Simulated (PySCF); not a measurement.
## WH2: from structure and modes to constants

Computed with PySCF, UPBE0, basis W def2-TZVP with ECP60, H def2-TZVP (scalar-relativistic core potentials, no spin–orbit coupling, density fitting).

The quintet minimum has C2v symmetry. Masses (u): W 183.95093, H 1.00782.

```xyz
3
charge 0 multiplicity 5, angstrom
W     0.0000    0.0000   -0.0102
H     1.4302    0.0000    0.9331
H    -1.4302    0.0000    0.9331
```

Harmonic wavenumbers (cm⁻¹): 655.8 (a1, ×1), 1935.7 (b2, ×1), 1946.5 (a1, ×1).

(1) Find the principal moments of inertia and the rotational constants. What kind of rotor is it?

(2) What is the harmonic zero-point energy?

## Answers

(1) About the centre of mass I = 1.7741, 4.1227, 5.8968 u Å². With B = 16.8576/I this gives 9.502, 4.089, 2.859 cm⁻¹. The molecule is an asymmetric top with κ = -0.63.

(2) Half the sum of all 3 wavenumbers, 4538/2 = 2269 cm⁻¹, which is 27.1 kJ/mol (1 cm⁻¹ = 0.0119627 kJ/mol).

Only a few start shapes were tried, so a lower isomer may exist. Open d and f shells are described by one determinant, and the ground state may have another occupation or spin. No spin–orbit coupling is included, which matters more the heavier the element.
